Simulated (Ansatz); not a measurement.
CH$_{3}$FGeO (`F[CH]1[O][GeH2]1`), 7 atoms. Charge 0, multiplicity 1. Correlated methods include outer-core shells of Ge, which these sets cover unevenly. Scalar relativity is left out up to krypton. All runs use 4 threads of a server CPU on a shared host. Correlated methods freeze the cores.

Question: Give the basis size and wall time and peak host memory of each of these runs in Ansatz. RHF-CCSD(T)/def2-SVP energy; RKS PBE0-D4/def2-TZVP relaxation (8 steps); RKS r2SCANh-D4/def2-TZVPP energy; RKS CAM-B3LYP-D4/def2-TZVPP energy; RHF-MP2/def2-QZVPP energy; RKS PBE0-D4/def2-QZVPP energy; RKS ωB97M-V/def2-QZVPP energy; RKS PBE0-D4/def2-TZVP frequencies; RKS B97M-V/def2-TZVPP energy; RKS PBE0-D4/def2-SVP energy; direct RPA on PBE orbitals/def2-TZVPP energy; RHF-CCSD(T)/def2-TZVPP energy. (Estimate.)

Answer: Computed: Other jobs shared the machine, so times are rough.

```csv
level,job,functions,wall time,peak host memory (GiB)
RKS PBE0-D4/def2-SVP,energy,89,1.1 s,0.18
RKS CAM-B3LYP-D4/def2-TZVPP,energy,183,3.3 s,0.47
RKS B97M-V/def2-TZVPP,energy,183,3.5 s,0.27
RKS r2SCANh-D4/def2-TZVPP,energy,183,3.8 s,0.43
RHF-CCSD(T)/def2-SVP,energy,89,4.2 s,0.33
direct RPA on PBE orbitals/def2-TZVPP,energy,183,4.4 s,0.4
RKS PBE0-D4/def2-QZVPP,energy,350,8 s,1
RKS ωB97M-V/def2-QZVPP,energy,350,13 s,1.2
RHF-MP2/def2-QZVPP,energy,350,14 s,1.5
RKS PBE0-D4/def2-TZVP,relaxation (8 steps),159,17 s,0.39
RHF-CCSD(T)/def2-TZVPP,energy,183,42 s,2
RKS PBE0-D4/def2-TZVP,frequencies,159,54 s,0.36
```
